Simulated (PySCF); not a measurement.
Ge(H)2(OEt)(NH2) (C₂H₉GeNO), SMILES [O](CC)[GeH2][NH2]. Atoms are numbered in the order given.

```xyz
14

Ge     1.0012    -0.3014    -0.0527
N      1.3420     1.4459     0.4345
O     -0.7584    -0.6043     0.1849
C     -1.6872     0.2571    -0.4654
C     -3.0775    -0.0109     0.0888
H      1.3877    -0.4065    -1.5565
H      1.6372    -1.3941     0.8434
H      1.5159     1.6060     1.4314
H      2.0687     1.9145    -0.1152
H     -1.4091     1.3267    -0.3103
H     -1.6787     0.0810    -1.5706
H     -3.8321     0.6315    -0.4091
H     -3.1060     0.1926     1.1782
H     -3.3606    -1.0713    -0.0671
```

The structure is a stationary point at PBE-D3(BJ)/def2-SVP. One conformer was computed; it need not be the lowest.

These are B3LYP/pcSseg-1 in PySCF values and carry that method's errors.

GIAO shieldings, no solvent; atoms listed in one row are averaged. δ = σ(ref) − σ: ⁷³Ge against GeH4 (σ = 1631.8 ppm); ¹⁵N against NH3 (σ = 265.5 ppm); ¹⁷O against H2O (σ = 333.8 ppm); ¹³C against TMS (σ = 181.3 ppm); ¹H against TMS (σ = 31.68 ppm), references at their B3LYP-D3(BJ)/def2-TZVP geometries, non-relativistic.

Computed chemical shifts:
| nucleus | atoms | count | δ (ppm) |
|---|---|---|---|
| ⁷³Ge | Ge1 | 1 | 317.3 |
| ¹⁵N | N2 | 1 | 25.4 |
| ¹⁷O | O3 | 1 | 74.4 |
| ¹³C | C4 | 1 | 67.7 |
| ¹³C | C5 | 1 | 24.8 |
| ¹H | H7 | 1 | 5.82 |
| ¹H | H6 | 1 | 5.54 |
| ¹H | H10 | 1 | 4.85 |
| ¹H | H11 | 1 | 4.05 |
| ¹H | H12, H13, H14 | 3 | 1.81 |
| ¹H | H8, H9 | 2 | 0.85 |
